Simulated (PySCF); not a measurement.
InBr2, SMILES [In+]([Br])[Br], charge +1.

Geometry: B3LYP-D3(BJ)/def2-SVP. The spin state was assumed, not searched. The isomer is the one that the SMILES or the coordinates give; other isomers of the formula were not compared. The def2 effective core potentials stand for the cores of In; spin–orbit coupling is left out.

The numbers are results of TDDFT-PBE/def2-SVPD (PySCF), not measurements.

Vertical excitations; the highest root listed may be one member of a degenerate set. Gas-phase values at a fixed geometry. State labels are in the subgroup D2h.

```tsv
state	symmetry	energy (eV)	λ (nm)	f	main pairs
S1	B2g	3.03	409	0.000	HOMO−1→LUMO (degenerate set)
S2	B3g	3.03	409	0.000	HOMO→LUMO (degenerate set)
S3	B2u	3.39	366	0.008	HOMO−3→LUMO (degenerate set)
S4	B3u	3.39	366	0.008	HOMO−2→LUMO (degenerate set)
S5	Au	5.00	248	0.000	HOMO→LUMO+2 50 %, HOMO−1→LUMO+1 50 %
S6	B1u	5.06	245	0.000	HOMO−1→LUMO+2, HOMO→LUMO+1 (degenerate set)
S7	Au	5.06	245	0.000	HOMO−1→LUMO+1, HOMO→LUMO+2 (degenerate set)
S8	B1u	5.10	243	0.002	HOMO−4→LUMO 35 %, HOMO→LUMO+1 32 %, HOMO−1→LUMO+2 32 %
S9	B1g	5.33	232	0.000	HOMO−3→LUMO+2 50 %, HOMO−2→LUMO+1 50 %
S10	Ag	5.42	229	0.000	HOMO−2→LUMO+2 50 %, HOMO−3→LUMO+1 50 %
T1	B3g	2.64	470	0	HOMO→LUMO (degenerate set)
T2	B2g	2.64	470	0	HOMO−1→LUMO (degenerate set)
T3	B2u	2.95	420	0	HOMO−3→LUMO (degenerate set)
T4	B3u	2.95	420	0	HOMO−2→LUMO (degenerate set)
```
Triplets are in the Tamm–Dancoff approximation, which puts them higher than full response would, so one can lie above its singlet here.
